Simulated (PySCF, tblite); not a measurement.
Isomers of C7H11P, one GFN2-xTB conformer each. Single-point energies are computed at PBE0/pcSseg-1 (PySCF, gas phase, no added dispersion term), electronic only.

Task: Rank them by PBE0/pcSseg-1 energy, lowest first (kJ/mol).
A. `[CH2:1]=[CH:2][P:3]1[CH2:4][CH2:5][CH:6]=[C:7]1[CH3:8]` with C1–C2–P3–C4 152°, C2–P3–C4–C5 81°, P3–C4–C5–C6 16°, C4–C5–C6–C7 -11°, C2–P3–C7–C6 -91°
B. `[CH3:1][CH2:2][CH:3]1[CH:4]=[CH:5][PH:6][CH:7]=[CH:8]1` with C1–C2–C3–C4 63°, C2–C3–C4–C5 80°, C4–C5–P6–C7 34°, C5–P6–C7–C8 -34°, C2–C3–C8–C7 -80°
C. `[CH2:1]=[CH:2][C:3]1=[CH:4][CH2:5][P:6]([CH3:7])[CH2:8]1` with C1–C2–C3–C4 -176°, C3–C4–C5–P6 15°, C4–C5–P6–C7 79°, C5–P6–C8–C3 18°, C2–C3–C8–P6 167°
D. `CC1=CP(C)C=C1C`
E. `[CH:1]#[C:2][CH2:3][P:4]([CH3:5])[CH2:6][CH:7]=[CH2:8]` with C2–C3–P4–C5 -169°, C3–P4–C6–C7 -174°, P4–C6–C7–C8 110°

Result: D (0.0), C (27.3), A (55.9), B (67.7), E (210.3).

GFN2-xTB itself gives, in the same order: 0.0, 35.1, 63.7, 46.0, 208.0. Both levels put the same isomer lowest; measured from each level's own lowest isomer, the values differ by up to 21.7 kJ/mol (CCC1C=CPC=C1: 46.0 against 67.7).

Task: Which frontier levels, dipoles and rotational constants go with these structures?

Result: 
```
        SMILES  HOMO (eV, PBE0/pcSseg-1)  LUMO (eV)  dipole (D)      A, B, C (MHz)
  Cc1cp(C)cc1C                     -6.37      -0.90        1.56   2949, 1326, 1041
C=CC1=CCP(C)C1                     -6.55      -0.76        1.12   3271, 1161, 1024
  C=CP1CCC=C1C                     -6.46      -0.31        1.33   2237, 1600, 1160
  CCC1C=CPC=C1                     -6.46       0.05        1.03   2887, 1325, 1174
  C#CCP(C)CC=C                     -6.79       0.10        1.31  2810, 1011, 811.1
```

Task: What happens when harmonic zero-point energies from GFN2-xTB frequencies are added?

Result: 
```json
{"SMILES": "Cc1cp(C)cc1C", "ZPE (kJ/mol)": "409.9", "electronic (kJ/mol)": "0.0", "with ZPE (kJ/mol)": "0.0"}
{"SMILES": "C=CC1=CCP(C)C1", "ZPE (kJ/mol)": "409.0", "electronic (kJ/mol)": "27.3", "with ZPE (kJ/mol)": "26.4"}
{"SMILES": "C=CP1CCC=C1C", "ZPE (kJ/mol)": "410.1", "electronic (kJ/mol)": "55.9", "with ZPE (kJ/mol)": "56.0"}
{"SMILES": "CCC1C=CPC=C1", "ZPE (kJ/mol)": "411.5", "electronic (kJ/mol)": "67.7", "with ZPE (kJ/mol)": "69.3"}
{"SMILES": "C#CCP(C)CC=C", "ZPE (kJ/mol)": "398.7", "electronic (kJ/mol)": "210.3", "with ZPE (kJ/mol)": "199.1"}
```

The zero-point energies span 12.8 kJ/mol. The order is unchanged.
